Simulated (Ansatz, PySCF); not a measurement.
C₂H₂F₂, SMILES F/C=C\F. Atoms are numbered in the order given.

```xyz
6

F      0.0000     1.3928    -0.5542
C      0.0000     0.6659     0.5634
C      0.0000    -0.6659     0.5634
F      0.0000    -1.3928    -0.5542
H      0.0000     1.2468     1.4887
H      0.0000    -1.2468     1.4887
```
Charge 0, spin multiplicity 1.

Geometry: B3LYP-D3(BJ)/def2-SVP.

Two levels are set side by side: PBE-D3(BJ)/def2-SVP (Ansatz, a program for electronic structure) and B3LYP-D3(BJ)/def2-SVP (Ansatz). Each level has its own optimised geometry; the coordinates shown are those of the second. Frequencies come from the Hessian of PySCF at each geometry. Differences are taken from unrounded values.

```csv
quantity,B3LYP-D3(BJ)
mean bond length (Å),1.237
bond F1–C2 (Å),1.333
bond C2–C3 (Å),1.332
bond C3–F4 (Å),1.333
bond C2–H5 (Å),1.093
bond C3–H6 (Å),1.093
highest harmonic wavenumber (cm⁻¹),3227
mean harmonic wavenumber (cm⁻¹),1358
zero-point energy (kcal/mol),23.29
```

### Question
What does PBE-D3(BJ) give, and how far is it from B3LYP-D3(BJ)? (Estimate from the structure and the level; the computed values follow.)

### Answer

```csv
quantity,PBE-D3(BJ),PBE-D3(BJ) minus B3LYP-D3(BJ)
mean bond length (Å),1.245,0.008
bond F1–C2 (Å),1.339,0.006
bond C2–C3 (Å),1.343,0.011
bond C3–F4 (Å),1.339,0.006
bond C2–H5 (Å),1.102,0.009
bond C3–H6 (Å),1.102,0.009
highest harmonic wavenumber (cm⁻¹),3149,-78
mean harmonic wavenumber (cm⁻¹),1317,-41
zero-point energy (kcal/mol),22.59,-0.70
```

Exact exchange shortens and stiffens bonds; PBE has none. Differences between two approximate levels are no errors against the true value.
